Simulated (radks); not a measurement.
The cerium ion Ce4+, 54 electrons, occupied as [Kr] 4d10 5s2 5p5 5d1 (not the ground configuration).

Calculated with a radial shooting solver on a logarithmic mesh with Libxc functionals: Dirac Kohn-Sham, B86b exchange with PBE correlation, spin-unpolarised, spherical densities, finite nucleus; open shells fill j = l - 1/2 first; Fermi nuclear charge, rms radius 4.8771 fm.

Energy parts (eV):
| part | energy |
|---|---|
| total | -241148.50 |
| kinetic | 258713.96 |
| electron-nucleus | -584868.16 |
| Hartree | 90702.62 |
| exchange-correlation | -5696.92 |

Orbitals (lengths in bohr, moments of r in powers of bohr):
| orbital | occ. | eigenvalue (eV) | <r^2> |
|---|---|---|---|
| 1s1/2 | 2 | -40282.09 | 0.0008208 |
| 2s1/2 | 2 | -6486.865 | 0.01300 |
| 2p1/2 | 2 | -6127.196 | 0.009535 |
| 2p3/2 | 4 | -5680.569 | 0.01080 |
| 3s1/2 | 2 | -1435.072 | 0.08862 |
| 3p1/2 | 2 | -1282.730 | 0.08352 |
| 3p3/2 | 4 | -1194.975 | 0.09105 |
| 3d3/2 | 4 | -928.5418 | 0.07458 |
| 3d5/2 | 6 | -909.7086 | 0.07672 |
| 4s1/2 | 2 | -327.6353 | 0.4550 |
| 4p1/2 | 2 | -270.8954 | 0.4849 |
| 4p3/2 | 4 | -251.8406 | 0.5249 |
| 4d3/2 | 4 | -158.4876 | 0.6181 |
| 4d5/2 | 6 | -155.1099 | 0.6337 |
| 5s1/2 | 2 | -80.3939 | 2.360 |
| 5p1/2 | 2 | -63.7369 | 2.833 |
| 5p3/2 | 3 | -60.4437 | 3.057 |
| 5d3/2 | 1 | -36.7115 | 4.896 |
| 5d5/2 | 0 | -36.2830 | 5.001 |

The highest occupied level is 5d3/2 at -36.711 eV. Summed over all electrons, <r^2> = 36.27 bohr^2, which gives a Langevin (diamagnetic) susceptibility term of -28.7 x 10^-6 cm^3/mol. The density falls to 0.001 e/bohr^3 at r = 3.47 bohr. The electron density at the nucleus is 3.831e+05 e/bohr^3.
